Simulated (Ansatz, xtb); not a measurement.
**Ligand exchange: SiH(CH3)(OH)2 + C3H9BO → Si(CH3)(OH)3 + C3H9B**

Species: SiH(CH3)(OH)2, singlet; C3H9BO `CC(C)BO`, singlet; Si(CH3)(OH)3, singlet; C3H9B `BC(C)C`, singlet. The partners trade H for OH: Si–H and B–OH bonds give way to Si–OH and B–H.

Shapes, held fixed at every level: PBE0-D4/def2-TZVP. Flexible molecules stand in one conformer, not always the lowest. Programs: Ansatz 0.2.0, xtb 6.7.1. The zero-point and thermal change to 298 K, harmonic and unscaled (PBE0-D4/def2-TZVP), is -5.4 kJ/mol.

```json
{"level": "GFN0-xTB", "kind": "semi-empirical", "ΔH(298 K) (kJ/mol)": "+167.6", "less CCSD(T)/CBS estimate": "+148.4"}
{"level": "HF/def2-SVP", "kind": "Hartree–Fock", "ΔH(298 K) (kJ/mol)": "+34.1", "less CCSD(T)/CBS estimate": "+14.9"}
{"level": "HF/def2-TZVPP", "kind": "Hartree–Fock", "ΔH(298 K) (kJ/mol)": "+10.0", "less CCSD(T)/CBS estimate": "-9.2"}
{"level": "BHLYP-D4/def2-TZVPP", "kind": "global hybrid", "ΔH(298 K) (kJ/mol)": "+15.5", "less CCSD(T)/CBS estimate": "-3.7"}
{"level": "wB97M-V/def2-TZVPP", "kind": "range-separated hybrid", "ΔH(298 K) (kJ/mol)": "+20.1", "less CCSD(T)/CBS estimate": "+0.9"}
{"level": "B2PLYP/def2-TZVPP", "kind": "double hybrid", "ΔH(298 K) (kJ/mol)": "+22.7", "less CCSD(T)/CBS estimate": "+3.5"}
{"level": "CCSD(T)/def2-TZVPP", "kind": "coupled cluster or CI", "ΔH(298 K) (kJ/mol)": "+22.2", "less CCSD(T)/CBS estimate": "+3.0"}
{"level": "CCSD/def2-TZVPP", "kind": "coupled cluster or CI", "ΔH(298 K) (kJ/mol)": "+19.6", "less CCSD(T)/CBS estimate": "+0.4"}
{"level": "CCSD(T)/CBS estimate", "kind": "coupled cluster or CI", "ΔH(298 K) (kJ/mol)": "+19.2", "less CCSD(T)/CBS estimate": "0.0"}
```

The highest level, CCSD(T)/CBS estimate, gives ΔH(298 K) = +19.2 kJ/mol; the levels span +10.0 to +167.6. GFN0-xTB strays far from the other rows. The column of differences is taken from that level and isn't an error. No measured value is set beside it here. The CBS estimate extrapolates MP2 from def2-TZVPP and def2-QZVPP and adds CCSD(T) − MP2 in the triple-zeta set, cores frozen.
